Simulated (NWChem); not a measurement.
Molecule: CH2F2OSi; SMILES O=C[SiH](F)F

```xyz
7

O      0.1794     2.3375     0.0000
C     -0.5128     1.3349     0.0000
Si     0.3286    -0.4042     0.0000
F     -0.1737    -1.2311     1.3118
F     -0.1737    -1.2311    -1.3118
H     -1.6478     1.4084     0.0000
H      1.8154    -0.2991     0.0000
```
Atoms are numbered in this order, from 1.

Program: NWChem. Pople sets run with spherical d functions. The geometry was optimised at PBE-D3(BJ)/def2-SVP. Ions are spin-unrestricted doublets at the neutral geometry; other ion states weren't tried.

For level PBE0/6-31G*:

* **vertical ionisation energy, ΔSCF (eV)**: 10.14
* **−ε(HOMO) (eV)**: 7.54

### Question
What are these values for level PBE0/6-31+G*?

### Answer
| Property | Result |
|---|---|
| vertical ionisation energy, ΔSCF (eV) | 10.38 |
| −ε(HOMO) (eV) | 7.91 |
